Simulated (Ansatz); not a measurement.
`N#[C][AlH][Cl]` + H₂ → `N#[C][AlH2]` + HCl at 500 K and 1 bar (hydrogenolysis of the Al–Cl bond).

Computed with Ansatz on PBE0-D4/def2-TZVP structures; ΔE is electronic, products minus reactants. CCSD(T)/CBS is extrapolated from def2-TZVPP and def2-QZVPP, frozen cores.

| species | CCSD(T)/CBS energy (Eh) | H − E (kJ/mol) | S (J/(mol·K)) |
| --- | --- | --- | --- |
| `N#[C][AlH][Cl]` | -795.20485 | 75.7 | 353.2 |
| H₂ | -1.17463 | 41.0 | 145.5 |
| `N#[C][AlH2]` | -335.94171 | 83.8 | 307.3 |
| HCl | -460.38167 | 32.5 | 201.9 |

H − E and S are ideal-gas, rigid-rotor, harmonic terms from PBE0-D4/def2-TZVP. 1 Eh = 2625.50 kJ/mol, R = 8.31446 J/(mol·K).

Problem. By hand: ΔE, ΔH, ΔS and ΔG.

Solution. ΔE = (-335.94171) + (-460.38167) − (-795.20485) − (-1.17463) = 0.05610 Eh = 147.3 kJ/mol. Δ(H − E) = 83.8 + 32.5 − 75.7 − 41.0 = -0.4, so ΔH = 146.9 kJ/mol. ΔS = 307.3 + 201.9 − 353.2 − 145.5 = 10.5 J/(mol·K). ΔG = 146.9 − 500 × (10.5)/1000 = 141.7 kJ/mol.

Problem. By hand: the equilibrium constant, and the temperature at which ΔG would vanish if ΔH and ΔS stayed fixed.

Solution. log₁₀ K = −ΔG/(RT ln 10) = -14.8. ΔG = 0 at ΔH/ΔS = 13990 K, far beyond where these terms or the molecules hold.

The number of gas molecules stays the same, so ΔS is small and ΔH decides. A doubt of 5 kJ/mol in ΔE shifts log₁₀ K by 0.5 here. These are equilibria of isolated gas molecules and say nothing of rates. Largest T1 diagnostic: 0.013 (customary marks: 0.02 for closed shells, 0.045 for open ones).
